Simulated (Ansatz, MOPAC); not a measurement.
Molecule: SiHCl₂ (charge -1, singlet). SMILES: Cl[SiH-]Cl

Atoms: Si1, Cl2, Cl3, H4. Bonds: Si1-Cl2, Si1-Cl3, Si1-H4.

Bond lengths (Å) and angles (degrees) optimised at MNDO with MOPAC; HF/STO-3G with Ansatz (a program for electronic structure); HF/3-21G with Ansatz; B3LYP/6-31G* with Ansatz, each started from the B3LYP-D3(BJ)/def2-TZVP structure (Ansatz) of the last column. A row stands for all coordinates that are equal there. 6-31G* holds six Cartesian d functions. No wavenumbers were computed at MNDO, HF/STO-3G, so these may be saddle points.

```csv
coordinate,MNDO,HF/STO-3G,HF/3-21G,B3LYP/6-31G*,B3LYP-D3(BJ)/def2-TZVP
Si1-Cl2,2.191,2.224,2.393,2.265,2.246
Si1-H4,1.400,1.461,1.528,1.541,1.535
Cl2-Si1-Cl3,104.4,97.8,101.2,101.1,100.0
Cl2-Si1-H4,96.9,91.6,91.8,92.7,93.0
```

Mean signed difference of all 3 bond lengths from B3LYP-D3(BJ)/def2-TZVP: MNDO -0.082 Å, HF/STO-3G -0.039 Å, HF/3-21G 0.096 Å, B3LYP/6-31G* 0.014 Å.
